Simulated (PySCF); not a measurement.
C5H10Sn, SMILES [SnH]([CH]=C)([CH]=C)[CH3], GFN2-xTB optimised geometry. Atoms within 1.6 Å of the plane z = 0.8 Å (x, y, z in Å): Sn1 (-1.73, -0.48, 0.00), C2 (-2.48, -1.49, 1.78), C3 (0.43, -0.48, 0.00), C4 (1.18, -1.14, 0.86), H7 (-2.26, 1.14, 0.00), H8 (-2.19, -2.54, 1.77), H9 (-3.56, -1.44, 1.82), H11 (0.91, 0.10, -0.78), H12 (2.26, -1.11, 0.81), H13 (0.76, -1.73, 1.66).

Level of theory: CAM-B3LYP/def2-TZVP, def2 effective core potentials past Kr (PySCF 2.14.0). The core electrons that the potentials of Sn replace are not part of the density. Cells within 0.4 Å of a nucleus heavier than hydrogen are left out (blank, or x).

Map of the Laplacian of the electron density (e/bohr⁵), clipped to [-1.50, 1.50] on the plane z = 0.8 Å:

```
|5555555555555555555555555555555|
|5555555555555555555555555555555|
|5555555555555555555555555555555|
|5555555555555555555555555555555|
|5555555555555555555555555555555|
|5555555555555555555555555555555|
|5555555555555555555555555555555|
|5555555555555555555555555555555|
|5555555555555555555555555555555|
|5555555555555555555555555555555|
|5555555555555555555555555555555|
|5555555555555555555555555555555|
|5555555555555555555555555555555|
|5555555555555555555555555555555|
|5555555555555555555555555555555|
|5555555567655555555555555555555|
|5555555589965555555555555555555|
|5555555589965555543455555555555|
|555555556775555554xx73135555555|
|555555555555555555xxx1005555555|
|5555555555555555554x44455555555|
|5555555555555555555555555555555|
|5555555555555555555555555555555|
|5555555555555555555555555555555|
|5555555555555555555555555555555|
|5555555555555555555555555555555|
|5555555555555555555555555555555|
|5555555555555555555555555555555|
|5555555555555555555555555555555|
|5555555555555555555555555555555|
|5555555555555555555555555555555|
```
Scale: ten equal steps from -1.50 (start of '0') to 1.50 (end of '9'), in the order '0123456789'; x runs from -4.50 to 4.50, y from -4.50 (bottom) to 4.50 (top).
